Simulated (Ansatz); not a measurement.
Sr5S5⁻. The state is a doublet with charge -1. Geometry PBE-D4/def2-SVP.

Cartesian coordinates in Å:
```
Sr -0.6664 -4.6439 1.4863
Sr 0.4247 2.9051 -0.2517
Sr 0.5792 -0.9928 -0.8568
Sr 0.7405 3.5922 -3.9485
Sr -1.1293 -0.7385 3.5652
S 0.1093 5.1407 -1.8522
S -0.1080 0.6356 1.3949
S -1.4594 -3.4211 3.7707
S 1.1536 1.2725 -2.4831
S 0.3558 -3.7500 -0.8248
```

In the def2 sets Sr takes a core potential; there is no spin–orbit coupling. At PBE-D4/def2-TZVPD, r2SCAN-D4/def2-TZVPD the gap within one spin of the charge -1 doublet nearly closes, so an electron or hole may be smeared out by delocalisation error. Another isomer (doublet) lies 2.43 eV lower at PBE0-D4/def2-TZVPD; other spin states weren't run for this one.

Task: Estimate the α-spin orbital energies around the gap (eV) in Ansatz with PBE-D4/def2-TZVPD, r2SCAN-D4/def2-TZVPD, PBE0-D4/def2-TZVPD.

Result: 
```tsv
orbital	PBE-D4/def2-TZVPD	r2SCAN-D4/def2-TZVPD	PBE0-D4/def2-TZVPD
HOMO−9	-2.31	-2.51	-3.30
HOMO−8	-2.23	-2.45	-3.28
HOMO−7	-2.05	-2.29	-3.07
HOMO−6	-2.00	-2.17	-3.01
HOMO−5	-1.90	-2.12	-2.95
HOMO−4	-1.87	-2.06	-2.88
HOMO−3	-1.81	-2.04	-2.83
HOMO−2	-1.72	-1.84	-2.68
HOMO−1	-1.65	-1.78	-2.56
HOMO	-0.13	-0.11	-0.27
LUMO	-0.09	-0.08	0.10
LUMO+1	0.23	0.60	0.69
LUMO+2	0.90	1.22	1.43
LUMO+3	1.22	1.34	1.68
LUMO+4	1.28	1.36	1.72
LUMO+5	1.32	1.58	1.82
β HOMO	-1.65	-1.78	-2.56
β LUMO	0.18	0.48	0.67
```
